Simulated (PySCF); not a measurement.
C6H9N3S.
Z-matrix (Å and degrees, GFN2-xTB geometry), rows numbered from 1:
```
C 
C   1  1.3184
C   2  1.5020  1  123.77
N   3  1.4391  2  110.48  1  -117.59
N   4  1.3292  3  122.50  2  -100.91
N   5  1.2788  4  108.83  3   177.96
C   6  1.3412  5  109.73  4    -0.24
C   4  1.3563  3  127.74  2    76.21
S   8  1.7403  4  121.88  3     3.17
C   9  1.8144  8   99.65  4   175.58
H   1  1.0760  2  121.87  3   179.52
H   1  1.0775  2  121.65  3    -0.86
H   2  1.0815  1  121.39  3  -178.40
H   3  1.0935  2  110.43  1   125.08
H   3  1.0941  2  110.47  1     3.05
H   7  1.0692  6  121.86  5   179.99
H  10  1.0857  9  109.50  8   -59.17
H  10  1.0854  9  106.32  8  -178.28
H  10  1.0857  9  109.46  8    62.78
```

Definitions: NICS(0) = −σiso at the ring centroid; NICS(1) = −σiso and NICS(1)zz = −σzz at ±1 Å along the ring normal z. Level: GIAO PBE0/pcSseg-1 (PySCF, non-relativistic, gas phase) on the GFN2-xTB geometry, one conformer.

Ring bond lengths (Å), with Mayer bond orders in brackets: N4–N5 1.329 (1.16), N5–N6 1.279 (1.48), N6–C7 1.341 (1.37), C7–C8 1.385 (1.36), C8–N4 1.356 (1.06).

What do the NICS probes read (ppm)?

```
          ring                                                 type  NICS(0)  NICS(1), two faces  NICS(1)zz, two faces  rms pucker (Å)  centre to ring atoms, mean (Å)
N4–N5–N6–C7–C8  5-membered ring with 3 N; formal bonds all aromatic    -12.5       -12.6 / -12.7         -31.0 / -31.4            0.00                            1.14
```

What do they say, and how far can they be read as aromaticity?

- N4–N5–N6–C7–C8: mean NICS(1)zz -31.2 ppm, shielded. For a flat ring without four-coordinate atoms the NICS criterion counts such a value as aromatic.

And the bond-length index? HOMA = 1 − mean of α(R − Ropt)² over the ring bonds, with Krygowski's 1993 parameters (CC: Ropt 1.388 Å, α 257.7 Å⁻²; CN: Ropt 1.334 Å, α 93.52 Å⁻²; NN: Ropt 1.309 Å, α 130.33 Å⁻²).

- N4–N5–N6–C7–C8: HOMA 0.95; the largest term is that of N5–N6, α(R − Ropt)² = 0.12. The geometric and the magnetic index point the same way.

At the first NICS(1) probe listed for ring N4–N5–N6–C7–C8, 1 Å off the ring, what do the in-plane components average?

The isotropic value is a third of the trace: (3 × -12.6 − (-31.0))/2 = -3.4 ppm.
